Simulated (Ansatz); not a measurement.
Compare A (`OC(=S)OC[SiH3]`) with its isomer B (`O/C([SiH3])=C(\O)S`).

Calculated with Ansatz (gas phase, PBE0-D4/def2-TZVP geometries, no zero-point term in ΔE). CBS: MP2 limit from def2 TZ/QZ plus the TZ coupled-cluster correction, frozen cores. Functionals use def2-TZVPP. B3LYP here is the variant with VWN-RPA as its local correlation; programs differ in this. Each species was taken in one conformer, which may not be the lowest.

Problem. Which isomer does CCSD(T)/CBS put lower? Give the gap. (An estimate is asked.)

Solution. Computed: A, by 6.6 kcal/mol.

Problem. Give E(B) − E(A) in kcal/mol with HF/def2-TZVPP, r2SCAN-D4, CCSD/def2-TZVPP, B3LYP-D4, CCSD(T)/def2-TZVPP, PBE0-D4, B2PLYP. (Estimate.)

Solution. Ansatz gave: HF/def2-TZVPP 14.0, r2SCAN-D4 9.3, CCSD/def2-TZVPP 8.5, B3LYP-D4 8.5, CCSD(T)/def2-TZVPP 8.2, PBE0-D4 7.6, B2PLYP 10.0. None reverses the order clearly.

Largest T1 diagnostic: 0.015.

In def2-TZVPP, CCSD(T) changes the Hartree–Fock value by −5.8 kcal/mol (the triples alone add −0.3 kcal/mol) and MP2 by −6.1 kcal/mol. The D4 term adds −1.8 kcal/mol with B3LYP and −0.9 kcal/mol with PBE0; it sums over pairs of atoms, weighted by their polarisabilities, and B3LYP, whose exchange is more repulsive, gets the larger term.
